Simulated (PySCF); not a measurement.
## Relaxation of singlet TiI₂

These are results of PySCF, PBE0, basis Ti def2-SVP, I def2-SVP with ECP28 (scalar-relativistic core potentials, no spin–orbit coupling, density fitting), not measurements. A (50,194) grid was used.

A hand-made linear start, of D∞h symmetry, held to at least that symmetry:

```xyz
3
charge 0 multiplicity 1, angstrom
Ti    0.0000    0.0000    0.0000
I     0.0000    0.0000    2.6900
I     0.0000    0.0000   -2.6900
```

Optimiser trace:
```json
{"step": "0", "E − E(last) (kJ/mol)": "20.97", "largest gradient (Eh/bohr)": "0.02477"}
{"step": "1", "E − E(last) (kJ/mol)": "6.72", "largest gradient (Eh/bohr)": "0.01543"}
{"step": "2", "E − E(last) (kJ/mol)": "0.63", "largest gradient (Eh/bohr)": "0.00540"}
{"step": "3", "E − E(last) (kJ/mol)": "0.01", "largest gradient (Eh/bohr)": "0.00079"}
{"step": "4", "E − E(last) (kJ/mol)": "0.00", "largest gradient (Eh/bohr)": "0.00003"}
```

It ends at D∞h with Ti–I 2.536 Å (×2); I–Ti–I 180.0°. A frequency run shows 2 imaginary modes (one degenerate set), down to 22i cm⁻¹, so it is a higher-order saddle point.

Final geometry:
Coordinates in bohr (charge 0 multiplicity 1):
```
Ti    0.0000    0.0000    0.0000
I     0.0000    0.0000    4.7930
I     0.0000    0.0000   -4.7930
```

Stability towards spin polarisation was not tested. At this level a triplet minimum of D∞h symmetry lies 168 kJ/mol below this structure.
